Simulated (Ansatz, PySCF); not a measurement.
FSn, charge +1, singlet, at a GFN2-xTB geometry (such geometries of metal compounds can be far from the true shape) (core potentials on Sn). Base run: PySCF with PBE0/def2-TZVP.

PySCF was given this input:
```python
from pyscf import gto, scf, dft

mol = gto.Mole()
mol.atom = '''
    Sn   -0.00000000   -0.00000000   -0.31245265
    F     0.00000000    0.00000000    1.73584808
'''
mol.basis = 'def2-tzvp'
mol.ecp = {'Sn': 'def2-tzvp'}
mol.charge = 1
mol.verbose = 4
mol.build()

mf = dft.RKS(mol)
mf.xc = 'pbe0'
mf.kernel()
```

The same geometry, method and basis name were run in Ansatz (a first-principles code) and PySCF, at each program's defaults and at the settings that a row names. The base is PySCF at its defaults. Differences at the defaults can come from grids, fitting, cores and function types together.

| code and settings | ΔE vs base (µEh) | basis functions | E (Eh) | SCF cycles |
|---|---|---|---|---|
| PySCF, defaults (exact integrals, its default grid, spherical functions) | 0.0 | 81 | -313.84051 | 9 |
| Ansatz, defaults (factorised integrals, its default grid, spherical functions) | 16.8 | 81 | -313.84050 | - |
| PySCF, density fitting with def2-universal-jkfit | -4.2 | 81 | -313.84052 | 9 |
| PySCF, fine grid | -4.6 | 81 | -313.84052 | 9 |
| Ansatz, high accuracy | -4.4 | 81 | -313.84052 | - |
